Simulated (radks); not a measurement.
Polarisability of the iridium ion Ir2+, [Xe] 4f14 5d7, at imaginary frequency. All-electron calculation, scalar-relativistic Kohn-Sham, PBE, spin-unpolarised, spherical densities, finite nucleus; Fermi nuclear charge, rms radius 5.4032 fm. Program: a radial shooting solver on a logarithmic mesh with Libxc functionals. Response by self-consistent Sternheimer equations with the Hartree and adiabatic LDA kernel, the relativistic mass of each level held fixed and spin-orbit coupling left out.

| w (hartree) | alpha1(iw) (bohr^3) |
|---|---|
| 0.00266 | 10.77 |
| 0.0143 | 10.76 |
| 0.0360 | 10.73 |
| 0.0697 | 10.62 |
| 0.118 | 10.35 |
| 0.186 | 9.819 |
| 0.280 | 8.946 |
| 0.413 | 7.740 |
| 0.605 | 6.314 |
| 0.892 | 4.801 |
| 1.35 | 3.321 |
| 2.12 | 2.012 |
| 3.59 | 1.011 |
| 6.94 | 0.3924 |
| 17.5 | 0.09808 |

Static values: alpha1 = 10.77 bohr^3 (1.596 angstrom^3; uncoupled 17.08). C6 = 70.27, triple-dipole C9 = 508.1 atomic units. One-pole (London) frequency 4 C6 / (3 alpha1^2) = 0.808 hartree, against 0.897 for minus the highest occupied eigenvalue.
